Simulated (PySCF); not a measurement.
This PySCF input asks for the NMR shieldings of SMILES CC[Si@@H](CCl)[C@@H](C)F, C5H12ClFSi; the geometry comes from GFN2-xTB.

```python
import basis_set_exchange as bse
import numpy as np
from pyscf import gto, dft
from pyscf.prop import nmr

atoms = """
C    -2.544184   -0.281846    0.719610
C    -1.040295   -0.453238    0.917780
Si   -0.041927   -0.010253   -0.639132
C    -0.489414    1.751411   -1.246305
Cl   -0.379117    2.880420    0.135565
C     1.846305    0.014520   -0.267202
C     2.384819   -1.254259    0.368958
F     2.488759    0.204268   -1.492815
H    -2.893588   -0.883860   -0.115681
H    -2.785362    0.757849    0.515504
H    -3.087541   -0.586582    1.611765
H    -0.836062   -1.486566    1.203091
H    -0.724541    0.169068    1.757728
H    -0.281669   -0.940626   -1.752323
H    -1.503320    1.825724   -1.630039
H     0.196642    2.119329   -2.005192
H     2.136023    0.883145    0.335734
H     1.949740   -1.374813    1.356369
H     3.467956   -1.204154    0.462848
H     2.131627   -2.118856   -0.239299
"""
names = dict.fromkeys(["C", "Si", "Cl", "F", "H"], "pcSseg-1")
basis = {el: gto.basis.parse(bse.get_basis(n, elements=[el], fmt="nwchem")) for el, n in names.items()}
mol = gto.M(atom=atoms, basis=basis, charge=0, verbose=0)
mf = dft.RKS(mol, xc="PBE0")
mf.grids.level = 2
mf.grids.alignment = dft.numint.BLKSIZE   # the property module wants whole blocks of grid points
mf.conv_tol = 1e-9
mf.kernel()

calc = nmr.RKS(mf)   # GIAO
C = mf.mo_coeff
Co = C[:, mf.mo_occ > 0]
resp = mf.gen_response(singlet=True, hermi=2)
def vind(x):   # induced exchange potential for any number of trial vectors
    d = np.einsum("pi,xij,qj->xpq", C, 2 * x.reshape(-1, C.shape[1], Co.shape[1]), Co, optimize=True)
    return np.einsum("xpq,pi,qj->xij", resp(d - d.transpose(0, 2, 1)), C, Co, optimize=True).ravel()
mo1, _ = nmr.rhf.solve_mo1(calc, with_cphf=vind)
sigma = calc.kernel(mo1)
for i, s in enumerate(sigma):   # ppm
    w = np.linalg.eigvalsh((s + s.T) / 2)
    print("%2d %-2s iso %8.1f  s11 %8.1f  s22 %8.1f  s33 %8.1f" % (i, mol.atom_pure_symbol(i), w.mean(), *w))
```

Q: Give the expected output.

A: 
```
 0 C  iso    177.9  s11    171.7  s22    173.0  s33    189.1
 1 C  iso    183.3  s11    174.8  s22    180.0  s33    195.2
 2 Si iso    360.0  s11    319.5  s22    363.0  s33    397.4
 3 C  iso    157.4  s11    132.7  s22    141.1  s33    198.4
 4 Cl iso    952.2  s11    858.8  s22    894.4  s33   1103.5
 5 C  iso    101.1  s11     55.1  s22     76.8  s33    171.3
 6 C  iso    166.6  s11    149.1  s22    166.5  s33    184.1
 7 F  iso    417.8  s11    393.1  s22    405.8  s33    454.4
 8 H  iso     30.9  s11     26.3  s22     28.7  s33     37.6
 9 H  iso     30.7  s11     24.6  s22     31.4  s33     35.9
10 H  iso     30.3  s11     24.9  s22     27.4  s33     38.7
11 H  iso     31.1  s11     25.0  s22     30.7  s33     37.8
12 H  iso     30.7  s11     27.5  s22     29.2  s33     35.5
13 H  iso     27.5  s11     24.6  s22     25.3  s33     32.5
14 H  iso     28.6  s11     23.9  s22     26.7  s33     35.3
15 H  iso     28.3  s11     23.2  s22     26.6  s33     35.3
16 H  iso     26.6  s11     25.1  s22     26.4  s33     28.4
17 H  iso     30.8  s11     25.9  s22     30.6  s33     35.9
18 H  iso     29.8  s11     25.5  s22     27.1  s33     36.7
19 H  iso     30.2  s11     26.3  s22     29.1  s33     35.3
```

These numbers come from an equivalent density-fitted implementation of the same equations, which agrees with the script to about 0.01 ppm for H and up to a few tenths of a ppm for heavy atoms, so last digits may differ.

Q: Turn these shieldings into chemical shifts. Chemical shifts δ = σref − σ; 13C (186.93 ppm) and 29Si (349.16 ppm) and 1H (31.72 ppm) vs TMS; HCl for 35Cl (949.78 ppm); 19F (170.95 ppm) against CFCl3, all at this level.

A: Averaging equivalent atoms: C 5: 85.8; C 3: 29.5; C 6: 20.4; C 0: 9.0; C 1: 3.6; Si 2: -10.8; Cl 4: -2; F 7: -246.8; H 16: 5.12; H 13: 4.23; H 15: 3.37; H 14: 3.09; H 17/18/19: 1.44; H 8/9/10: 1.09; H 12: 1.01; H 11: 0.57 ppm. Unscaled 19F shifts against computed CFCl3 carry errors that often reach 10 to 50 ppm.

Size and cost of the density-fitted run: 210 basis functions, 46 s wall time on 1 thread of an Arm Neoverse V1, shared host; peak memory 0.94 GiB.
